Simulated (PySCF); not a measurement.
**Magnetisability: AlEt2(NMe2), C6H16AlN**

Geometry:
```tsv
atom	x (Å)	y (Å)	z (Å)
Al1	0.241	0.422	-0.014
C2	2.252	0.406	-0.051
C3	2.883	-0.301	1.161
H4	2.625	1.439	-0.088
H5	2.639	-0.071	-0.963
H6	3.970	-0.337	1.078
H7	2.630	0.222	2.082
H8	2.515	-1.322	1.249
C9	-0.806	2.138	0.021
C10	-1.781	2.302	-1.158
H11	-0.107	2.987	0.017
H12	-1.379	2.244	0.953
H13	-2.359	3.223	-1.069
H14	-1.239	2.331	-2.102
H15	-2.479	1.467	-1.203
N16	-0.644	-1.152	0.000
C17	-2.046	-1.293	0.343
C18	-0.038	-2.430	-0.325
H19	-2.622	-1.718	-0.490
H20	-2.453	-0.311	0.587
H21	-2.178	-1.950	1.212
H22	1.009	-2.271	-0.584
H23	-0.091	-3.125	0.523
H24	-0.540	-2.902	-1.178
```

Computed with GIAO B3LYP/def2-SVP magnetisability, rotational g tensor and spin-rotation constants, non-relativistic, gas phase (PySCF). Geometry: GFN2-xTB.

Task: What are the magnetisability and the molar susceptibility?

Result: Isotropic -1597 × 10⁻³⁰ J/T², or -96.2 × 10⁻⁶ cm³/mol; principal values -1727, -1550, -1515 × 10⁻³⁰ J/T², anisotropy 198 × 10⁻³⁰ J/T² (root of half the summed squared differences of the principal values). The susceptibility is in cgs units.

Task: Split it along the inertial axes a, b, c into diamagnetic and paramagnetic parts about the centre of mass, with the quadrupole moment.

Result: 
| axis | χ (10⁻⁶ cm³/mol) | diamagnetic (10⁻⁶ cm³/mol) | paramagnetic (10⁻⁶ cm³/mol) | summed x² of all electrons (Å²) | quadrupole Θ (D Å) |
| --- | --- | --- | --- | --- | --- |
| a | -100.1 | -944.5 | 844.4 | 245.5 | -3.12 |
| b | -91.2 | -1202.4 | 1111.1 | 184.8 | +0.47 |
| c | -97.2 | -1825.5 | 1728.3 | 37.9 | +2.65 |

Anisotropies 2χaa − χbb − χcc = -11.8 and 2χbb − χaa − χcc = +14.9 × 10⁻⁶ cm³/mol. Θ is traceless in Buckingham's convention.

Task: And the rotational g tensor?

Result: 
```tsv
axis	rotational constant (GHz)	g	nuclear part	electronic part
a	1.5824	-0.0039	0.6239	-0.6278
b	1.2178	-0.0093	0.6264	-0.6357
c	0.7616	-0.0041	0.6143	-0.6184
```
Asymmetric top; isotopes 27Al, 12C, 1H, 14N; no vibrational averaging.
